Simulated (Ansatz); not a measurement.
Results of the Gaussian-basis code of Ansatz.

Ge$_{3}$H$_{10}$Si$_{2}$, SMILES `[SiH2]1[GeH2][SiH2][GeH2][GeH2]1`. Total charge 0; spin multiplicity 1. All single points use the PBE0-D4/def2-TZVP geometry.

```xyz
15

Si    0.072    0.154   -1.995
Ge   -1.884   -0.073   -0.649
Si   -1.149    0.709    1.480
Ge    1.065   -0.164    1.704
Ge    1.837   -0.596   -0.573
H     0.274    1.597   -2.305
H     0.000   -0.605   -3.273
H    -2.258   -1.565   -0.544
H    -3.098    0.696   -1.197
H    -2.040    0.295    2.597
H    -1.085    2.197    1.446
H     1.046   -1.481    2.500
H     1.996    0.823    2.431
H     3.167    0.122   -0.865
H     2.058   -2.109   -0.756
```

(1) What is the dipole moment at ωB97M-V/def2-TZVPP? (Best estimate.)

(2) And with PBE, r2SCAN, B3LYP? (An estimate is asked.)

(3) Give the Mulliken charges with ωB97M-V, PBE, r2SCAN in def2-TZVPP. (Estimate.)

Answers

(1) The calculation gave: 0.13 D, with components (-0.10, 0.07, -0.05) D in this frame, pointing from negative to positive charge.

(2) The calculation gave: PBE 0.08 D, r2SCAN 0.11 D, B3LYP 0.14 D.

(3) The calculation gave: 
```csv
atom,ωB97M-V,PBE,r2SCAN
Si1,0.08,0.02,0.09
Ge2,-0.14,0.06,0.03
Si3,0.08,0.02,0.09
Ge4,-0.10,0.04,0.01
Ge5,-0.10,0.03,0.01
H6,0.00,-0.04,-0.05
H7,-0.01,-0.04,-0.06
H8,0.03,0.00,0.00
H9,0.03,0.00,0.00
H10,-0.01,-0.04,-0.06
H11,0.00,-0.04,-0.05
H12,0.04,0.00,0.00
H13,0.04,0.00,0.00
H14,0.04,0.00,0.00
H15,0.04,0.00,0.00
```

B3LYP here is the variant with VWN-RPA as its local correlation; programs differ in this.
